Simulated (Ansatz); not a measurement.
A structure drawn as `F[SiH][SeH]`, with this starting geometry:

```xyz
5

F     1.601   -1.340    0.610
Si    0.021   -0.701    0.331
Se    0.182    1.542    0.136
H    -0.495   -1.183   -0.937
H    -1.309    1.682   -0.141
```

Charge 0, multiplicity 2.

(1) Does it keep its bonds when Ansatz relaxes it at PBE-D4/def2-SVP and then PBE0-D4/def2-TZVP?

(2) Give the relaxed structure. (Estimate.)

Atoms count as bonded under 1.1 times the sum of their covalent radii (H–H under 0.85 Å, pairs among N, O and F under 1.55 Å), and a drawn bond as lost past 1.3 times.

Results:

(1) Yes, every drawn bond is still there and no new one forms.

(2) The calculation gave: 
Z-matrix (Å, degrees):
```
Si
F 1 1.603
Se 1 2.278 2 105.1
H 1 1.497 2 106.6 3 118.9
H 3 1.470 1 90.4 2 -178.7
```
All modes are real.
